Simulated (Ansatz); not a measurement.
CH$_{9}$AlSSi$_{2}$ (`C[SiH]([SiH3])[S][AlH2]`). The species carries charge 0 and has multiplicity 1.

```xyz
14

C     0.095    1.531   -1.298
Si   -0.109    0.249    0.037
Si   -1.886   -1.242   -0.251
S     0.074    0.947    2.013
Al    1.923   -0.285    1.695
H     0.127    1.069   -2.288
H     1.013    2.099   -1.137
H    -0.748    2.226   -1.269
H     1.160   -0.657   -0.070
H    -1.906   -1.783   -1.638
H    -3.160   -0.518    0.003
H    -1.742   -2.358    0.717
H     1.934   -1.758    2.270
H     3.224    0.480    1.217
```

Question: Give the diagnostics of a CCSD(T)/def2-TZVPP run (frozen core, Ansatz). (Best estimate.)

Answer: The calculation gave: T1 = 0.0121, largest single amplitude 0.016, largest double 0.013, (T) share of the correlation energy 4.0 %, 9 CCSD cycles. The RHF solution is stable towards an unrestricted one. T1 lies under the customary mark of 0.02 for closed shells.
